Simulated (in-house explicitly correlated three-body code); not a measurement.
Computed with an exponentially correlated three-body code. Model: two electrons around a point charge, non-relativistic, variational in 260 exponentially correlated functions (energies converged to about 1e-7 hartree, or 1e-8 relative for large Z).

Command:
```bash
python run_hyl.py task.json out
```
Settings (lengths in bohr, energies in hartree):
```
Z                      2
screening              0.1
interaction_strength   1
functions              260
states_tried           13
```

Run time, properties included: 44 s on 1 thread of Intel(R) Xeon(R) Platinum 8488C (Sapphire Rapids) (shared host).

**Those bound S and P states to n = 4 that converged, binding against the one-electron ion.**

Given: nuclear charge 2; Yukawa screening of all interactions 0.1 1/bohr.

Computed: one-electron threshold -1.80726571 hartree.

```
term  energy (hartree)  binding (eV)
1 1S       -2.61485295        21.976
2 3S       -1.90101233         2.551
2 1S                 ?             ?
2 3P                 ?             ?
2 1P       -1.85270354        1.2364
3 3S       -1.81657794        0.2534
3 1S       -1.81285155         0.152
3 3P        -1.8096166      0.063971
3 1P        -1.8087156      0.039453
```

Question: What belongs in the row 2 1S?

Answer: energy (hartree): -1.87503634; binding (eV): 1.8441.

Question: What belongs in the row 2 3P?

Answer: energy (hartree): -1.86009784; binding (eV): 1.4376.

**Converged states only, values per electron or pair (inverse distances are <exp(-kr)/r>).**

```tsv
term	mean r (bohr)	mean r squared (bohr²)	mean inverse r (1/bohr)	mean r12 (bohr)	mean inverse r12 (1/bohr)	mean cosine	mean p1 dot p2 (bohr⁻²)	delta r1 (bohr⁻³)	delta r12 (bohr⁻³)
1 1S	0.93218	1.2017	1.5895	1.4263	0.85019	-0.063847	0.15741	1.8041	0.10566
2 3S	2.6525	12.619	1.0578	4.6455	0.17832	-0.014345	0.006251	1.3115	-
2 1S	3.1424	18.352	1.0383	5.6019	0.15798	-0.012621	0.0080142	1.3004	0.0074474
2 3P	?	?	?	?	?	?	?	?	-
2 1P	?	?	?	?	?	?	?	?	?
3 3S	7.4716	117.05	0.9707	14.218	0.035852	-0.0022683	0.00092958	1.2752	-
3 1S	8.9351	170.67	0.96556	17.14	0.028462	-0.0019081	0.0011411	1.2733	0.0010857
3 3P	10.016	224.33	0.96235	19.302	0.024587	-0.0037097	-0.0064744	1.2674	-
3 1P	11.378	295.31	0.95975	22.02	0.01929	-0.00042012	0.0041101	1.2689	6.8666e-05
```

Question: What belongs in the row 2 3P?

Answer: mean r (bohr): 2.902; mean r squared (bohr²): 16.107; mean inverse r (1/bohr): 1.0343; mean r12 (bohr): 5.1445; mean inverse r12 (1/bohr): 0.16869; mean cosine: -0.030774; mean p1 dot p2 (bohr⁻²): -0.053452; delta r1 (bohr⁻³): 1.2573.

Question: What belongs in the row 2 1P?

Answer: mean r (bohr): 3.183; mean r squared (bohr²): 19.544; mean inverse r (1/bohr): 1.0246; mean r12 (bohr): 5.676; mean inverse r12 (1/bohr): 0.14797; mean cosine: -0.0042701; mean p1 dot p2 (bohr⁻²): 0.0362; delta r1 (bohr⁻³): 1.2698; delta r12 (bohr⁻³): 0.00057238.

**Electric-dipole lines between converged S and P states, rate of the upper state's decay.**

```csv
s state,p state,p minus s (eV),oscillator strength from s,rate (1/s)
1 1S,2 1P,20.739,0.2275,1.4153e+09
1 1S,3 1P,?,?,?
2 1S,2 1P,0.60771,0.44847,2.3956e+06
2 1S,3 1P,1.8047,0.039962,1.8825e+06
3 1S,2 1P,-1.0844,-0.1209,6.1692e+06
3 1S,3 1P,0.11254,0.90309,165450
2 3S,2 3P,1.1133,0.59459,1.066e+07
2 3S,3 3P,2.487,0.013631,1.2194e+06
3 3S,2 3P,?,?,?
3 3S,3 3P,0.18943,1.0316,535390
```

Question: What belongs in the row 1 1S 3 1P?

Answer: p minus s (eV): 21.936; oscillator strength from s: 0.023037; rate (1/s): 1.6034e+08.

Question: What belongs in the row 3 3S 2 3P?

Answer: p minus s (eV): -1.1842; oscillator strength from s: -0.18662; rate (1/s): 1.1357e+07.

**Static dipole response.**

```csv
state,polarisability (bohr³)
1 1S,1.407
2 3S,365.93
```
